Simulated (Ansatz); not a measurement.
The cluster PbS2. The state is a triplet with charge 0. Geometry PBE-D4/def2-TZVP; atoms count from 1.

```
atom   x (Å)   y (Å)   z (Å)
 Pb1   1.623   0.442  -0.033
  S2  -0.734  -0.433   0.991
  S3  -0.889  -0.009  -0.959
```

In the def2 sets Pb takes a core potential; there is no spin–orbit coupling. At PBE0-D4/def2-TZVP a singlet of charge 0 lies 0.82 eV below the triplet, each at its own geometry. The structure comes from a short search, and lower isomers may exist.

(1) Estimate the Mulliken populations from the PBE0/def2-TZVP orbitals of Ansatz.

(2) Where does the spin sit?

(3) And the Mayer bond orders between heavy atoms (over 0.3)?

Answers

(1) 
| atom | charge (e) | spin (α − β) |
| --- | --- | --- |
| Pb1 | 0.28 | 0.99 |
| S2 | -0.14 | 0.51 |
| S3 | -0.14 | 0.51 |
Mulliken values depend strongly on the basis.

(2) Summed by element: Pb 0.99, S 1.01, of 2 unpaired in all. Largest on single atoms: Pb1 0.99, S2 0.51, S3 0.51.

(3) Pb1–S2 0.61 (2.72 Å); Pb1–S3 0.61 (2.72 Å); S2–S3 1.59 (2.00 Å).
